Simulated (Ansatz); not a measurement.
Basis-set series for CH4BrInS (`[CH3][In]([SH])[Br]`). Total charge 0; spin multiplicity 1. In takes the def2 core potential. Geometry: relaxed with PBE0-D4/def2-TZVP. It is one conformer, not always the lowest.

```tsv
functional	basis	functions	energy (Eh)	HOMO (eV)	LUMO (eV)
PBE0-D4	def2-SVP	110	-3202.13569	-7.49	-1.20
PBE0-D4	def2-QZVPP	418	-3202.71048	-7.65	-1.43
ωB97M-V	def2-SVP	110	-3202.37005	-9.64	0.42
ωB97M-V	def2-QZVPP	418	-3202.94317	-9.84	0.15
```

**Question.** Give the rows for def2-TZVPP. (An estimate is asked.)

**Answer.** Computed: 
```tsv
functional	basis	functions	energy (Eh)	HOMO (eV)	LUMO (eV)
PBE0-D4	def2-TZVPP	227	-3202.64198	-7.63	-1.35
ωB97M-V	def2-TZVPP	227	-3202.87711	-9.82	0.21
```

Positive LUMOs are unbound and depend on the basis. Scalar relativity is left out up to krypton.
